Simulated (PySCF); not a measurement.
## Structure elucidation problem

An unknown has the formula C3H12O2Si2. Its calculated NMR data are:

$^{1}$H NMR (400 MHz, computed): δ 4.87 (s, 2H), 4.14 (t, 2H), 3.87 (s, 3H), 3.76 (t, 3H), 1.19 (m, 2H).

$^{13}$C{$^{1}$H} NMR (computed): δ 65.2 (CH2), 52.6 (CH3), 18.2 (CH2).

All values are calculated (PySCF 2.14): geometry: GFN2-xTB, shielding tensors at PBE0/pcSseg-1 (GIAO). Non-relativistic Hamiltonian, in vacuum, one computed conformer, fast rotation and ring inversion assumed for equivalent nuclei.

Referencing at the same level of theory: $^{1}$H (σref 31.72) and $^{13}$C (σref 186.93) against TMS.

Problem. What is the structure?

Solution. 
- The formula gives 0 degrees of unsaturation.
- 3 carbon signals for 3 carbons: no two carbons are equivalent.
- Carbon types of the structure: 2 × CH2, 1 × CH3, leaving 5 H on heteroatoms.
- δC 65.2: sp3 CH2 bonded to O; pulled downfield by the heteroatom.
- δC 52.6: methyl carbon bonded to O; pulled downfield by the heteroatom.
- δC 18.2: sp3 CH2 bonded to Si.
- δH 4.87: hydrogen on a silicon bonded to 2 O.
- δH 4.14: hydrogen on an sp3 CH2 bonded to O; its carbon carries O, which withdraws density.
- δH 3.87: hydrogen on a methyl carbon bonded to O; its carbon carries O, hence the downfield position.
- δH 3.76: hydrogen on a silicon bonded to C.

The compound is SMILES C(CO[SiH2]OC)[SiH3].

The data come from this structure; uniqueness wasn't tested.

Shifts are as computed. Against solution values, carbons near 30 ppm lie about +3 ppm off and those near 130 ppm about +5 ppm. Of 1313 compounds with measured shifts, 239 miss one by over three times the rms of a fit or turn the order of signals round; such compounds aren't used in these exercises. No couplings were computed; multiplicities are counted from neighbouring protons, with m where these are inequivalent, close in shift, in a saturated or five-membered ring or joined by F or P, and br s for small geminal =CH2 splittings.
